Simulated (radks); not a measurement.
Question: Ionisation ladder of tungsten, from W55+ to W58+. Each ion is in the ground configuration listed by NIST, and IE = E(next ion) - E(this ion). Calculated with a radial shooting solver on a logarithmic mesh with Libxc functionals: Dirac Kohn-Sham, PBE, spin-unpolarised, spherical densities, finite nucleus; open shells fill j = l - 1/2 first; Fermi nuclear charge, rms radius 5.3658 fm.

| species | configuration | IE, Delta-SCF (eV) | <r> HOMO (bohr) |
|---|---|---|---|
| W55+ | [Ar] 3d1 | 5346.0 | 0.163 |
| W56+ | [Ar] | 5736.5 | 0.188 |
| W57+ | [Ne] 3s2 3p5 | ? | 0.187 |
| W58+ | [Ne] 3s2 3p4 | ? | 0.186 |

Estimate the withheld Delta-SCF values.

Answer: W57+: 5860.1 eV (NIST 5840); W58+: 5984.1 eV (NIST 5970).

Beside tabulated values, note that spin-unpolarised runs miss the spin-polarisation part of the exchange energy of open shells.
